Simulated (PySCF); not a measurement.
Computed IR spectrum (relative IR intensity) of a molecule C4H5Si, multiplicity 2. Coordinates come from a B3LYP-D3(BJ)/def2-SVP optimisation. Other conformers were not sampled. Method: B3LYP-D3(BJ)/def2-SVP run with PySCF. Frequencies are harmonic and unscaled.

Lines under 2 % of the strongest are left out, and lines within 2 cm⁻¹ are merged.

```tsv
ν (cm⁻¹)	relative intensity
480	6.1
594	2.6
638	5.7
695	4.8
728	2.4
751	57
867	38
938	25
962	40
1114	8.6
1318	5.3
1555	2.9
1618	2.5
2216	100
3167	3.8
```

**Question.** Which molecule gave these data?
(A) C1=C[SiH]C=C1
(B) [C]1=CC=C[SiH2]1
(C) [C]1=C[SiH2]C=C1

**Answer.** C, [C]1=C[SiH2]C=C1
